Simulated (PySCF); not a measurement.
## Electron correlation in Ne⁺ (neon, charge +1)

[He] 2s2 2p5, 2P determinant. Computed with PySCF 2.14 in aug-cc-pCVQZ-DK, with the spin-free X2C one-electron Hamiltonian (Gaussian nucleus). Frozen: 1s2; 7 electrons correlated.

MP2 pair energies summed by pair of shells (mhartree):

```
 pair   energy  share (%)
2p-2p  -135.85       60.4
2s-2p   -77.85       34.6
2s-2s   -11.36        5.0
```

Total MP2 correlation energy: -225.06 mhartree.

Same-spin part -51.77 and opposite-spin part -173.29 mhartree; SCS-MP2 scales them by 1/3 and 6/5 to -225.20 mhartree.
